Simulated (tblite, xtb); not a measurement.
Li$_{2}$ (SMILES [Li][Li]), singlet, at a GFN2-xTB geometry (such geometries of metal compounds can be far from the true shape). Base run: GFN1-xTB (xtb).

The xtb input:
```
$ xtb mol.xyz --gfn 1 --json

# file mol.xyz
2

Li    -0.00000000    -0.00000000    -1.14955728
Li     0.00000000     0.00000000     1.14955728
```

Programs used: tblite, xtb; a row that names a program was run with it.

Each row names what was changed in the base input (with any setting that the change needs).

```
change                                                      ΔE vs base (kcal/mol)  HOMO-LUMO gap (eV)  G_solv (kcal/mol)  SCF cycles
----------------------------------------------------------  ---------------------  ------------------  -----------------  ----------
base                                                                        0.000                1.88                  -           4
gbsa = acetonitrile                                                        -24.35                1.88             -24.35           4
program = tblite; method = gfn1; option = --grad                            0.000                   -                  -           -
program = tblite; method = gfn1; option = --spin-polarized                  0.000                   -                  -           -
etemp = 1000                                                                0.000                1.88                  -           4
alpb = cs2                                                                      ?                1.88                  ?           4
acc = 1000                                                                  0.000                1.88                  -           4
acc = 0.1                                                                   0.000                1.88                  -           5
acc = 30                                                                    0.000                1.88                  -           4
gbsa = thf                                                                 -24.01                1.88             -24.01           4
program = tblite; method = gfn1; option = (--alpb, water)                       ?                   -                  -           -
```

**Question.** Fill in the missing entries.

**Answer.** 
- alpb = cs2, ΔE vs base (kcal/mol): -7.16
- alpb = cs2, G_solv (kcal/mol): -7.16
- program = tblite; method = gfn1; option = (--alpb, water), ΔE vs base (kcal/mol): -32.79

ALPB and GBSA are two models with their own fitted parameters for each solvent, which aren't always the measured dielectric constant.
